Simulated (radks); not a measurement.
Values are calculated unless marked as measured or tabulated.
These are the eigenvalues of the occupied orbitals of an atom or ion with whole-number occupations (eV). Level of theory: Dirac Kohn-Sham, BLYP, spin-unpolarised, spherical densities, point nucleus (a radial shooting solver on a logarithmic mesh with Libxc functionals).

| orbital | eigenvalue |
|---|---|
| 1s1/2 | -2215.045 |
| 2s1/2 | -454.4079 |

Which element is it, and in what charge state? The configuration may be excited. Open shells, if any, are shared by 2j + 1.

Answer. Z = 14, silicon, charge +10: Si10+ in [He] 2s2. The 1s level, -81.401 hartree, gives Z - s = 12.8 by -(Z - s)^2/2, which with screening and relativity narrows Z to a few neighbours, and the depths must fix Z and the occupations together.
